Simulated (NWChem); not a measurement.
# Ionisation of HCl$_{2}$Ge

```xyz
4

Cl    -0.5506    -0.3191     1.7539
Ge     0.5255     0.3509     0.0000
Cl    -0.5506    -0.3191    -1.7539
H      1.9033    -0.3765     0.0000
```
Charge 0, spin multiplicity 2.

The numbers come from NWChem runs, not from measurements. All single points use one geometry, from UPBE0/def2-SVP, a minimum by its harmonic frequencies.

Basis set: def2-TZVP. The species with one electron less has spin multiplicity 1 and keeps the geometry of the parent. Δ marks differences of total energies (open shells unrestricted). −ε marks an orbital energy of the parent. That orbital need not have the symmetry of the hole or added electron in the Δ rows. That singlet is a closed-shell solution.

The Hamiltonian is non-relativistic. B3LYP has NWChem's definition, with VWN1-RPA local correlation. The structure started from a generated list of species. The unpaired electrons of the parent sit in orbitals of symmetry a' (Cs labels of the run); other states weren't searched. No SCF solution was tested for a lower state.

**Question.** For the first vertical ionisation energy, −ε(alpha HOMO) of LDA (SVWN5) gives 5.98 eV and −ε(alpha HOMO) of B3LYP gives 6.87 eV. What do −ε(alpha HOMO) of PBE, −ε(alpha HOMO) of BLYP, ΔB3LYP give?

**Answer.** −ε(alpha HOMO) of PBE: 5.94 eV; −ε(alpha HOMO) of BLYP: 5.76 eV; ΔB3LYP: 9.27 eV.
